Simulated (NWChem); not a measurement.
Species: TaF6 anion; SMILES [F][Ta-]([F])([F])([F])([F])[F]

Computed with NWChem. Sets without diffuse functions describe the anion's extra electron poorly. The geometry was optimised at B3LYP/def2-SVPD. Not confirmed as a minimum by frequencies. def2 effective core potentials on Ta; no spin-orbit coupling. B3LYP is NWChem's, with the RPA form of VWN correlation. Field at 589 nm.

For level B3LYP/def2-SVP:

isotropic polarisability (bohr³): 38.9

Problem. How do the values read with level B3LYP/def2-SVPD instead?

Solution. The isotropic polarisability (bohr³) is 51.8.
